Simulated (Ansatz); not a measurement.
Molecule: CTa (charge 0, doublet). The spin state was set by rule; other spins were not relaxed. 
Structure (B3LYP-D3(BJ)/def2-TZVP (Ansatz, a first-principles code) minimum search):
```
Ta
C 1 1.7555
```
Charge 0, spin multiplicity 2.

Wanted: vertical ionisation energy (to the triplet state of charge +1; each state is the SCF solution reached for its spin; the UHF <S^2> is 2.49 for the triplet (pure: 2.00) and 2.00 for the doublet (pure: 0.75); for the triplet T1 is 0.106; for the doublet T1 is 0.119), in eV. Valence correlation only, unless marked. UHF or UKS for open shells. Spin-orbit coupling is left out. Frozen are the shells of the preceding noble gas and the d and f shells that filled before the atom's block. Past Kr the def2 sets carry scalar-relativistic core potentials. Basis-set limits of correlation are two-point, X^-3; Hartree-Fock from the larger set.

| level | program | vertical ionisation energy (eV) |
|---|---|---|
| SVWN5/def2-TZVPD | Ansatz | 8.22 |
| PBE/def2-TZVPD | Ansatz | 7.98 |
| BHLYP/def2-TZVPD | Ansatz | 7.69 |
| wB97M-V/def2-TZVPD | Ansatz | 7.91 |

### Question
Estimate the value at CCSD(T)/CBS(def2-TZVPPD,def2-QZVPPD) as computed with Ansatz.

### Answer
7.79 eV
